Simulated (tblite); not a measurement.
C8H7O (doublet state).
Atom-mapped SMILES: `[H]/[C:1]=[C:2]1/[CH:3]=[CH:4][CH:5]=[C:6]1[C:7]([CH3:8])=[O:9]` (hydrogens: H10 on C1; H11 on C3; H12 on C4; H13 on C5; H14, H15, H16 on C8)
Bond orders are those of one Lewis drawing.

Computed with GFN2-xTB (tblite), gas phase: L-BFGS steps from a force-field or distance-geometry start until the largest atomic force falls under 0.01 eV/Å.

Step 40: E = -669.2675 eV
```
atom  x, y, z in Å  |  force x, y, z in eV/Å
C1      1.0072    2.2193    0.7476    0.023   0.009   0.004
C2      1.1383    0.9816    0.3397   -0.017   0.001  -0.005
C3      2.3557    0.2281    0.0908    0.004  -0.016  -0.008
C4      2.0262   -1.0125   -0.3369   -0.020  -0.004  -0.001
C5      0.5979   -1.1341   -0.3831   -0.018   0.038  -0.001
C6      0.0277    0.0384    0.0158   -0.037  -0.012   0.011
C7     -1.3547    0.4474    0.1668   -0.049  -0.015  -0.030
C8     -2.4102   -0.5741   -0.1991   -0.003  -0.006   0.015
O9     -1.6726    1.5573    0.5508    0.057  -0.018   0.002
H10     0.1781    2.8603    0.9514    0.024   0.025   0.016
H11     3.3375    0.6353    0.2376    0.015   0.001  -0.005
H12     2.7077   -1.8005   -0.6029   -0.005   0.001  -0.001
H13     0.0829   -2.0279   -0.6948    0.031   0.041   0.014
H14    -3.3013   -0.3812    0.3957    0.012  -0.030  -0.060
H15    -2.6651   -0.4385   -1.2513    0.029  -0.045   0.060
H16    -2.0628   -1.5900   -0.0395   -0.045   0.031  -0.013
```

Step 41: E = -669.2683 eV
```
atom  x, y, z in Å  |  force x, y, z in eV/Å
C1      1.0051    2.2181    0.7490    0.034   0.014   0.005
C2      1.1384    0.9810    0.3398   -0.002   0.004  -0.001
C3      2.3558    0.2275    0.0894    0.009  -0.003  -0.012
C4      2.0264   -1.0124   -0.3411   -0.015   0.004   0.023
C5      0.5979   -1.1328   -0.3835   -0.008   0.018  -0.021
C6      0.0276    0.0389    0.0165   -0.026  -0.023   0.012
C7     -1.3542    0.4482    0.1700   -0.047  -0.007  -0.032
C8     -2.4093   -0.5723   -0.1984   -0.022  -0.020   0.013
O9     -1.6692    1.5580    0.5566    0.034  -0.027   0.001
H10     0.1729    2.8556    0.9517    0.027   0.030   0.018
H11     3.3375    0.6357    0.2361    0.010  -0.004  -0.007
H12     2.7086   -1.8009   -0.6069   -0.028   0.022   0.000
H13     0.0830   -2.0255   -0.6959    0.014   0.019   0.008
H14    -3.3081   -0.3749    0.3826    0.011  -0.005  -0.046
H15    -2.6522   -0.4476   -1.2550    0.041  -0.047   0.064
H16    -2.0678   -1.5875   -0.0225   -0.030   0.026  -0.027
```

Step 42: E = -669.2691 eV
```
atom  x, y, z in Å  |  force x, y, z in eV/Å
C1      1.0027    2.2168    0.7505    0.036   0.014   0.004
C2      1.1384    0.9801    0.3401    0.007   0.007   0.003
C3      2.3561    0.2272    0.0877    0.008   0.016  -0.010
C4      2.0268   -1.0120   -0.3452   -0.005   0.015   0.036
C5      0.5983   -1.1316   -0.3850    0.004  -0.004  -0.030
C6      0.0274    0.0384    0.0174   -0.006  -0.020   0.008
C7     -1.3537    0.4480    0.1731   -0.028   0.001  -0.018
C8     -2.4092   -0.5704   -0.1971   -0.032  -0.027   0.006
O9     -1.6647    1.5573    0.5640    0.000  -0.022   0.000
H10     0.1665    2.8497    0.9521    0.038   0.031   0.020
H11     3.3377    0.6364    0.2344    0.002  -0.010  -0.009
H12     2.7100   -1.7999   -0.6119   -0.043   0.030   0.000
H13     0.0843   -2.0237   -0.6977   -0.009  -0.009  -0.001
H14    -3.3161   -0.3633    0.3668    0.001   0.011  -0.031
H15    -2.6356   -0.4593   -1.2585    0.041  -0.046   0.050
H16    -2.0765   -1.5848   -0.0023   -0.014   0.012  -0.029
```

Step 43: E = -669.2698 eV
```
atom  x, y, z in Å  |  force x, y, z in eV/Å
C1      1.0004    2.2156    0.7522    0.030   0.011   0.002
C2      1.1386    0.9793    0.3407    0.006   0.009   0.005
C3      2.3565    0.2273    0.0857    0.001   0.034  -0.001
C4      2.0270   -1.0113   -0.3488    0.006   0.025   0.034
C5      0.5987   -1.1307   -0.3876    0.010  -0.019  -0.025
C6      0.0273    0.0374    0.0183    0.011  -0.009   0.000
C7     -1.3533    0.4472    0.1763   -0.002   0.003   0.004
C8     -2.4097   -0.5686   -0.1952   -0.028  -0.024  -0.002
O9     -1.6602    1.5557    0.5725   -0.033  -0.011  -0.001
H10     0.1592    2.8431    0.9527    0.054   0.031   0.021
H11     3.3380    0.6371    0.2321   -0.001  -0.013  -0.011
H12     2.7110   -1.7975   -0.6179   -0.046   0.023  -0.001
H13     0.0858   -2.0225   -0.6999   -0.027  -0.029  -0.010
H14    -3.3248   -0.3479    0.3487   -0.009   0.018  -0.018
H15    -2.6152   -0.4736   -1.2616    0.031  -0.044   0.025
H16    -2.0868   -1.5815    0.0203   -0.003  -0.005  -0.022
```

**Question.** Estimate the geometry and energy of step 44. (The exact step hangs on the optimiser's Hessian estimate; all steps are aligned on step 43, rigid shifts and turns removed.)

**Answer.** E = -669.2706 eV, largest force 0.080 eV/Å
```
atom  x, y, z in Å  |  force x, y, z in eV/Å
C1      0.9983    2.2145    0.7543    0.022   0.006  -0.001
C2      1.1390    0.9786    0.3414   -0.004   0.009   0.004
C3      2.3567    0.2279    0.0832   -0.007   0.041   0.009
C4      2.0269   -1.0101   -0.3522    0.010   0.030   0.019
C5      0.5989   -1.1299   -0.3910    0.007  -0.025  -0.008
C6      0.0274    0.0363    0.0195    0.017   0.005  -0.008
C7     -1.3528    0.4466    0.1802    0.019  -0.002   0.023
C8     -2.4102   -0.5669   -0.1931   -0.013  -0.016  -0.010
O9     -1.6561    1.5537    0.5824   -0.061   0.000  -0.002
H10     0.1515    2.8358    0.9538    0.070   0.032   0.023
H11     3.3382    0.6375    0.2292    0.004  -0.011  -0.011
H12     2.7107   -1.7946   -0.6249   -0.036   0.009  -0.002
H13     0.0865   -2.0218   -0.7028   -0.036  -0.036  -0.016
H14    -3.3346   -0.3300    0.3272   -0.009   0.016  -0.013
H15    -2.5905   -0.4912   -1.2648    0.016  -0.041   0.000
H16    -2.0977   -1.5775    0.0460   -0.001  -0.019  -0.008
```

The energy changes by -0.0008 eV. The first-order estimate −F·Δx gives -0.0010 eV and the mean of the old and new forces, exact on a quadratic surface, -0.0008 eV. The step makes an angle of 83° with the force vector and moves no atom by more than 0.031 Å.

What follows is the cost of the whole relaxation. Time: 0.38 s wall. Hardware: Arm Neoverse V2, one thread (shared host).
